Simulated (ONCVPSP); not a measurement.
tantalum (Ta): one change to an ONCV potential, before and after

Ta, optimised norm-conserving Vanderbilt (ONCV), made with ONCVPSP 4.0.1 (LDA (Perdew-Wang 92), scalar-relativistic). Core [Kr] 4d10, reference 4f13 5s2 5p6 5d4 6s2. Waves: 5s+6s: rc 1.75 bohr, ncon 4, nbas 7, qcut 7.5 1/bohr, 3 projectors, debl 2 Ha; 5p: rc 2.10 bohr, ncon 5, nbas 8, qcut 6.1 1/bohr, 1 projector; 5d: rc 2.20 bohr, ncon 5, nbas 9, qcut 6.6 1/bohr, 1 projector; 4f: rc 1.10 bohr, ncon 4, nbas 9, qcut 17.3 1/bohr, 3 projectors, debl 0.5 Ha. Local part: polynomial inside 0.95 bohr (lpopt 5, dvloc0 0 Ha). Core correction: none.

In the f channel the program set the typed energies aside and used -1.226, 0.250, 0.750 Ha.

All-electron outer shells of the reference configuration (LDA (PZ), scalar-relativistic, ld1.x):

| shell | level (eV) | outermost node (bohr) | outermost maximum (bohr) |
| --- | --- | --- | --- |
| 4d | -231.36 | 0.22 | 0.46 |
| 5s | -77.22 | 0.54 | 0.97 |
| 5p | -42.56 | 0.58 | 1.10 |
| 4f | -33.36 | – | 0.44 |
| 6s | -5.80 | 1.30 | 2.68 |
| 5d | -4.80 | 0.64 | 1.51 |

Change: f: rc 1.38.

Cutoffs: the cutoffs (Ha) at which the residual kinetic energy of the hardest occupied pseudo-wave falls to 1 and 0.1 mHa per electron; they do not see the model core or the augmentation charge, which bear on the density cutoff. Errors are all-electron minus pseudo energies relative to the spin-unpolarised reference configuration.

Q: What does the change do?

A: The potential gets softer (122 Ha and 132 Ha → 99 Ha and 109 Ha); of the 4 tests that both files solve, the error grows in 4 and shrinks in 0 by more than 15 % and 0.3 meV (median size 386.4 → 681.6 meV); neither file shows a bound ghost. A larger radius leaves more room for a smooth pseudo-wave, so fewer plane waves are needed. More of the atom is replaced by a form fitted at one configuration, so other configurations suffer.

```tsv
quantity	base	changed
cutoff, loose	122 Ha	99 Ha
cutoff, tight	132 Ha	109 Ha
loose cutoff by channel	s 19 Ha, p 11 Ha, d 14 Ha, f 122 Ha	s 19 Ha, p 11 Ha, d 14 Ha, f 99 Ha
bound ghosts	none	none
GHOST(+) flags under 300 eV	s at 44.7 eV	s at 44.7 eV
error for 4f14 5s2 5p6 5d3 6s2, meV [ΔE -24.87 eV]	+370	+669
error for 4f14 5s2 5p6 5d3 6s1, meV [ΔE -16.17 eV]	+403	+694
error for 4f14 5s2 5p6 5d3 6s0, meV [ΔE -0.87 eV]	+435	+721
error for 4f14 5s2 5p6 5d2 6s0, meV [ΔE 23.05 eV]	+332	+642
s: phases at 1.78 bohr within 0.05 rad from the reference energy up to (Ha; the scan ends near 5)	to the end of the scan	to the end of the scan
p: phases at 2.13 bohr within 0.05 rad from the reference energy up to (Ha; the scan ends near 5)	-0.4	-0.4
d: phases at 2.23 bohr within 0.05 rad from the reference energy up to (Ha; the scan ends near 5)	1.5	1.5
```
